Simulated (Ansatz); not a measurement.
`[SiH3][S][GaH][SiH3]` → `[SiH3][GaH][SH]` + `[SiH2]`  (silylene loss)

Computed with Ansatz on PBE0-D4/def2-TZVP structures; ΔE is electronic, products minus reactants. CCSD(T)/CBS adds triple-zeta CCSD(T) − MP2 to the extrapolated MP2 energy (def2 sets, frozen cores). This one scheme is used for every species. For Ga outer-core shells are correlated without core-valence functions, which leaves a few kJ/mol of doubt a bond. Scalar relativity is left out up to krypton. Each species was taken in one conformer, which may not be the lowest.

| species | MP2/def2-SVP energy (Eh) |
| --- | --- |
| `[SiH3][S][GaH][SiH3]` | -2902.76262 |
| `[SiH3][GaH][SH]` | -2612.63744 |
| `[SiH2]` | -290.01205 |

(1) Work out ΔE.

Largest T1 diagnostic among the species: 0.014.

Results:

(1) ΔE = (-2612.63744) + (-290.01205) − (-2902.76262) = 0.11313 Eh = +3.08 eV. CCSD(T)/CBS gives +3.08 eV.

At CCSD(T), def2-SVP lies −0.26 eV from the extrapolated value and def2-TZVPP −0.10 eV. From BLYP to BHLYP (50 % exact exchange), in def2-TZVPP and without D4, ΔE moves by +0.30 eV. The D4 term adds +0.16 eV with B3LYP and +0.09 eV with PBE0; it sums over pairs of atoms, weighted by their polarisabilities, and B3LYP, whose exchange is more repulsive, gets the larger term.

B3LYP here is the variant with VWN-RPA as its local correlation; programs differ in this.
